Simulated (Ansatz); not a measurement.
Job for Ansatz (a quantum-chemistry and plane-wave program): R-PBE0/def2-TZVPPD on ClH3Si (SMILES [SiH3]Cl) with ghost functions. Files ending in .json are basis or fitting sets from the Basis Set Exchange.

Ansatz 0.2 input:
```yaml
crystal:
  periodic: [false, false, false]
  atoms:
    - {symbol: Si, position_ang: [0.70977749, 0.07335040, 3.23326009]}
    - {symbol: Cl, position_ang: [-0.98528245, 0.96309388, 2.43552327]}
    - {symbol: H, position_ang: [0.78060429, -1.31824759, 2.75476011]}
    - {symbol: H, position_ang: [0.56888002, 0.10633308, 4.70319930]}
    - {symbol: H, position_ang: [1.89040120, 0.84777983, 2.81257205]}
basis:
  gaussian:
    orbitals: def2-TZVPPD.json
    ghost_atoms:
      - {symbol: S, position_ang: [1.20144351, -0.08017689, -0.53455461]}
      - {symbol: H, position_ang: [-0.04476525, -0.52801572, -0.31494729]}
      - {symbol: H, position_ang: [0.84537292, 1.18737266, -0.27320004]}
hamiltonian:
  xc: {name: PBE0}
scf: {lower_state_search: off}
```

Output:

```
WARN ansatz: RAYON_NUM_THREADS=2 ignored (pool sized by the plan → 2); use --threads N
Functional definition: PBE0
these checks for a lower state are left out or cut short: stability, starts, cluster_reference, orbital_swaps, neighbouring_geometries, increment
integrals: 0.19 GiB planned
1252 factors; their error is unknown
mean field: 1.33 GiB planned
mean field evaluation 1: about -20443.0129 eV, gradient 1.1e1 eV
mean field evaluation 2: about -20443.2300 eV, gradient 6.9e0 eV
mean field evaluation 4: about -20443.3150 eV, gradient 1.9e-1 eV
mean field evaluation 8: about -20443.3661 eV, gradient 2.6e-2 eV
mean field -20443.36609520 eV, -751.2798469873 hartree, gradient 4.8e-6 eV, S^2 0.000000; 0 other end points of the search recorded, 0 dependent functions left out
reference -20443.36613566 eV, -751.2798484744 hartree; 17, 17 occupied and 218, 218 virtual orbitals, 1252 factors
Total energy: -20443.36613566 eV, -751.2798484744 hartree
Checks for a lower state left out: stability, starts, cluster_reference, orbital_swaps, neighbouring_geometries, increment
```

The calculation finished and met its thresholds.

Cost: roughly 4 core-seconds.
